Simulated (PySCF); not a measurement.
hexafluoroantimonate (F₆Sb), SMILES [F][Sb-]([F])([F])([F])([F])[F], charge -1.

The structure is a stationary point at B3LYP-D3(BJ)/def2-SVPD. The def2 effective core potentials stand for the cores of Sb; spin–orbit coupling is left out.

Method: B3LYP-D3(BJ)/def2-SVPD (PySCF).

Frequencies are harmonic and unscaled.

Modes within 1.5 cm⁻¹ of each other (mostly degenerate sets) share a row, with their intensities summed.

Question: Give all harmonic wavenumbers and intensities. (The exact figures need the calculation; the answer reports its results.)

Answer: 
| mode | ν (cm⁻¹) | IR (km/mol) | moving atoms (share of kinetic energy) |
|---|---|---|---|
| 1–3 | 155 | 0.0 | F 100 % |
| 4–6 | 251 | 0.0 | F 100 % |
| 7–9 | 272 | 176.1 | F 75 %, Sb 25 % |
| 10–11 | 544 | 0.0 | F 100 % |
| 12 | 584 | 0.0 | F 100 % |
| 13–15 | 623 | 498.3 | F 76 %, Sb 24 % |
